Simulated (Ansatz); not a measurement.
H5BOSi, singlet, at a GFN2-xTB geometry, atoms displaced at random by about 0.08 Å a coordinate; HF/6-31G, gradient (Ansatz, a quantum-chemistry and plane-wave program).

The Ansatz input:
Ansatz 0.2 input:
```yaml
crystal:
  periodic: [false, false, false]
  atoms:
    - {symbol: B, position_ang: [0.08027942, -0.86223038, 0.36788131]}
    - {symbol: H, position_ang: [-0.76432077, -1.80096754, 0.55984070]}
    - {symbol: O, position_ang: [1.15697194, -0.97340367, 0.70142477]}
    - {symbol: H, position_ang: [1.91896075, -0.47416432, 0.55265168]}
    - {symbol: Si, position_ang: [-0.52854466, 0.77271055, -0.49993147]}
    - {symbol: H, position_ang: [-1.55770310, 1.52546859, 0.16393066]}
    - {symbol: H, position_ang: [-0.95724084, 0.47572653, -1.88941167]}
    - {symbol: H, position_ang: [0.57456609, 1.67689865, -0.59098364]}
basis:
  gaussian:
    orbitals: 6-31G
hamiltonian:
  xc: hf
output: {forces: true}
```

Q: What does Ansatz print? Leave out banner, timings and long lists.

A: 
```
Functional definition: HF
501 factors; integrals over basis functions are off by at most 2.5e-4 eV
mean field evaluation 1: about -10643.9877 eV, gradient 2.8e1 eV
mean field evaluation 2: about -10643.9940 eV, gradient 2.8e1 eV
mean field evaluation 4: about -10645.7421 eV, gradient 2.3e0 eV
mean field evaluation 8: about -10645.7640 eV, gradient 5.1e-4 eV
mean field -10645.76394911 eV, -391.2246091716 hartree, gradient 2.8e-5 eV, S^2 0.000000; 0 other end points of the search recorded, 0 dependent functions left out
the calculation of the forces begins
reference -10645.76394911 eV, -391.2246091716 hartree; 16, 16 occupied and 25, 25 virtual orbitals, 501 factors
Total energy: -10645.76394911 eV, -391.2246091716 hartree
Atom 0 at     0.080279    -0.862230     0.367881 Å, force   -19.053342    -0.265757    -4.464354 eV/Å
Atom 1 at    -0.764321    -1.800968     0.559841 Å, force     0.993858     1.021122    -0.122572 eV/Å
Atom 2 at     1.156972    -0.973404     0.701425 Å, force    17.804654    -3.267647     5.669831 eV/Å
Atom 3 at     1.918961    -0.474164     0.552652 Å, force     1.094708     0.780650     0.135171 eV/Å
Atom 4 at    -0.528545     0.772711    -0.499931 Å, force    -0.976809     0.171135    -1.279808 eV/Å
Atom 5 at    -1.557703     1.525469     0.163931 Å, force    -1.016045     0.468315     0.572561 eV/Å
Atom 6 at    -0.957241     0.475727    -1.889412 Å, force    -0.189890     0.051038    -0.314681 eV/Å
Atom 7 at     0.574566     1.676899    -0.590984 Å, force     1.342866     1.041143    -0.196148 eV/Å
Dipole moment:     0.446221     0.116716     0.041026 e Å
```
